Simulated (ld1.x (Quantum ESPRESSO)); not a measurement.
# Se: one change to a TM potential, before and after

- Element: selenium
- Generator: ld1.x (Quantum ESPRESSO) 7.5
- Type: norm-conserving Troullier–Martins (Kleinman–Bylander form)
- Functional: LDA (PZ)
- Relativity: scalar-relativistic
- Frozen core: [Ar]
- Valence charge: 16
- Reference configuration: 3d10 4s2 4p4
- Partial waves: 4s (bound): rc 1.25 bohr; 4p (bound): rc 1.55 bohr; 3d (bound): rc 1.10 bohr
- Local potential: all-electron potential smoothed inside 1.45 bohr (lloc = -1)
- Core correction: a·sin(br)/r model core inside 0.55 bohr

Change: functional PBE.

Cutoffs: the cutoffs (Ry, on a coarse ladder) from which the occupation-weighted sum of valence levels, in a spherical-Bessel basis at the reference potential, stays within 10 and 1 mRy of its value at 400 Ry; they do not see the model core or the augmentation charge, which bear on the density cutoff. Errors are all-electron minus pseudo energies relative to the spin-unpolarised reference configuration.

Predict the effect on cutoff, ghosts and configuration errors.

The number of tests with a reliable result goes from 9 to 7; of the 7 tests that both files solve, the error grows in 1 and shrinks in 2 by more than 15 % and 0.3 meV (median size 6.8 → 6.0 meV); neither file shows a bound ghost.

| quantity | base | changed |
| --- | --- | --- |
| cutoff, loose | 260 Ry | 260 Ry |
| cutoff, tight | over 300 Ry | over 300 Ry |
| bound ghosts | none | none |
| error for 3d10 4s2 4p3, meV [ΔE 11.01 → 10.84 eV] | +2.0 | +1.6 |
| error for 3d10 4s2 4p2, meV [ΔE 31.57 → 31.19 eV] | +15 | +13 |
| error for 3d10 4s2 4p1, meV [ΔE 62.72 → 62.06 eV] | +45 | +37 |
| error for 3d10 4s2 4p4.3, meV [ΔE -1.64 → -1.59 eV] | +0.4 | +0.4 |
| error for 3d10 4s1 4p4, meV [ΔE 22.59 → 22.38 eV] | +6.8 | +6.0 |
| error for 3d10 4s2 4p3.5, meV [ΔE 4.39 → 4.31 eV] | +0.1 | 0.0 |
| error for 3d9 4s2 4p4, meV [ΔE 64.37 → 64.09 eV] | -114 | -256 |
| s: phases at 1.70 bohr within 0.05 rad from the reference energy up to (Ry; the scan ends near 5) | 0.6 | 1.0 |
| p: phases at 1.70 bohr within 0.05 rad from the reference energy up to (Ry; the scan ends near 5) | 3.7 | 3.9 |
| d: phases at 1.70 bohr within 0.05 rad from the reference energy up to (Ry; the scan ends near 5) | 0.6 | 0.5 |
